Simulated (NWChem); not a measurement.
Everything below was run with NWChem. System: H₃AlO₃, charge 1, spin multiplicity 2, at the geometry of a parent with another charge or spin, in a state set for the comparison that need not be this species' ground state. Its SCF solution wasn't tested for a lower state.

Input file:

```
start mol
memory heap 200 mb stack 900 mb global 1100 mb
charge 1
geometry units angstroms nocenter noautoz
  Al     0.000040    -0.000019     0.000000
  O      1.468403     0.853971     0.000000
  H      1.529509     1.813168     0.000000
  O     -1.473673     0.844704     0.000000
  H     -2.335005     0.418214     0.000000
  O      0.005246    -1.698633     0.000000
  H      0.805163    -2.231466     0.000000
  symmetry group Cs
end
basis spherical
  * library aug-pcseg-1
end
dft
  xc b3lyp
  odft
  mult 2
  semidirect memsize 60000000 filesize 0
  iterations 100
end
task dft energy
```

The output up to the point where the run's verdict is printed (cleaned and shortened):

```
             Northwest Computational Chemistry Package (NWChem) 7.3.0
             --------------------------------------------------------

                                NWChem Input Module
                                -------------------

 Scaling coordinates for geometry "geometry" by  1.889725989
 (inverse scale =  0.529177249)

 Turning off AUTOSYM since
 SYMMETRY directive was detected!

                             Geometry "geometry" -> ""
                             -------------------------

 Output coordinates in angstroms (scale by  1.889725989 to convert to a.u.)

  No.       Tag          Charge          X              Y              Z
 ---- ---------------- ---------- -------------- -------------- --------------
    1 Al                  13.0000     0.00004000    -0.00001900     0.00000000
    2 O                    8.0000     1.46840300     0.85397100     0.00000000
    3 H                    1.0000     1.52950900     1.81316800     0.00000000
    4 O                    8.0000    -1.47367300     0.84470400     0.00000000
    5 H                    1.0000    -2.33500500     0.41821400     0.00000000
    6 O                    8.0000     0.00524600    -1.69863300     0.00000000
    7 H                    1.0000     0.80516300    -2.23146600     0.00000000

 Effective nuclear repulsion energy (a.u.)     161.3732837067

            Nuclear Dipole moment (a.u.)
            ----------------------------
        X                 Y               Z
 ---------------- ---------------- ----------------
    -0.0000094486     0.0000094486     0.0000000000

      Symmetry information
      --------------------

 Group name             Cs
 Group number              2
 Group order               2
 No. of unique centers     7

      Symmetry unique atoms

     1    2    3    4    5    6    7


 Summary of "ao basis" -> "" (spherical)
 ------------------------------------------------------------------------------
       Tag                 Description            Shells   Functions and Types
 ---------------- ------------------------------  ------  ---------------------
[...]
 d= 0,ls=0.5,diis    75   -469.6474795614 -1.46D-04  1.49D-05  6.93D-04    38.0
                                                     5.59D-05  6.37D-04
 d= 0,ls=0.5,diis    76   -469.6475597049 -8.01D-05  1.02D-04  7.16D-04    38.5
                                                     7.63D-05  6.48D-04
 d= 0,ls=0.5,diis    77   -469.6473228919  2.37D-04  4.94D-05  1.38D-03    39.0
                                                     4.19D-05  1.15D-03
 d= 0,ls=0.5,diis    78   -469.6471589338  1.64D-04  1.73D-04  1.81D-03    39.5
                                                     1.44D-04  1.50D-03
 d= 0,ls=0.5,diis    79   -469.6477053030 -5.46D-04  2.30D-05  6.53D-04    39.9
                                                     4.19D-05  5.73D-04
 d= 0,ls=0.5,diis    80   -469.6477640742 -5.88D-05  9.23D-06  7.01D-04    40.4
                                                     3.85D-05  5.70D-04
 d= 0,ls=0.5,diis    81   -469.6478261084 -6.20D-05  6.17D-06  7.12D-04    40.9
                                                     3.79D-05  5.69D-04
 d= 0,ls=0.5,diis    82   -469.6478822053 -5.61D-05  3.90D-05  7.39D-04    41.4
                                                     5.78D-05  5.83D-04
 d= 0,ls=0.5,diis    83   -469.6480252599 -1.43D-04  4.09D-05  6.09D-04    41.8
                                                     6.29D-05  4.88D-04
 d= 0,ls=0.5,diis    84   -469.6481679918 -1.43D-04  2.66D-05  5.09D-04    42.3
                                                     6.31D-05  4.16D-04
 d= 0,ls=0.5,diis    85   -469.6482796672 -1.12D-04  4.62D-05  5.19D-04    42.8
                                                     8.08D-05  4.07D-04
 d= 0,ls=0.5,diis    86   -469.6484552337 -1.76D-04  2.86D-05  4.36D-04    43.3
                                                     7.70D-05  3.44D-04
 d= 0,ls=0.5,diis    87   -469.6485920867 -1.37D-04  6.92D-05  4.65D-04    43.7
                                                     9.78D-05  3.58D-04
 d= 0,ls=0.5,diis    88   -469.6488182505 -2.26D-04  8.86D-05  3.16D-04    44.2
                                                     1.12D-04  2.55D-04
 d= 0,ls=0.5,diis    89   -469.6490690298 -2.51D-04  4.91D-05  1.65D-04    44.7
                                                     9.56D-05  1.67D-04
 d= 0,ls=0.5,diis    90   -469.6492617908 -1.93D-04  5.00D-05  1.52D-04    45.2
                                                     9.80D-05  1.61D-04
 d= 0,ls=0.5,diis    91   -469.6494594469 -1.98D-04  1.80D-04  1.45D-04    45.6
                                                     1.75D-04  1.60D-04
 d= 0,ls=0.5,diis    92   -469.6497684485 -3.09D-04  7.62D-05  1.15D-05    46.1
                                                     1.23D-04  1.25D-04
 d= 0,ls=0.5,diis    93   -469.6500081272 -2.40D-04  2.42D-05  8.68D-06    46.6
                                                     1.03D-04  1.31D-04
 d= 0,ls=0.5,diis    94   -469.6502222050 -2.14D-04  2.42D-04  1.27D-05    47.1
                                                     2.12D-04  1.06D-04
 d= 0,ls=0.5,diis    95   -469.6503831725 -1.61D-04  5.93D-05  2.60D-04    47.5
                                                     1.15D-04  4.02D-04
 d= 0,ls=0.5,diis    96   -469.6506227552 -2.40D-04  1.26D-04  1.90D-04    48.0
                                                     1.39D-04  3.51D-04
 d= 0,ls=0.5,diis    97   -469.6507508581 -1.28D-04  2.98D-05  4.05D-04    48.5
                                                     8.94D-05  5.61D-04
 d= 0,ls=0.5,diis    98   -469.6509773364 -2.26D-04  2.06D-05  2.43D-04    49.0
                                                     8.65D-05  4.12D-04
 d= 0,ls=0.5,diis    99   -469.6511819473 -2.05D-04  6.64D-05  1.40D-04    49.4
                                                     1.00D-04  2.96D-04
 d= 0,ls=0.5,diis   100   -469.6513397393 -1.58D-04  4.96D-04  1.62D-04    49.9
                                                     3.75D-04  3.01D-04
```

Convergence was not reached. The next line reads: Calculation failed to converge. NWChem stopped with the message: dft energy failed.
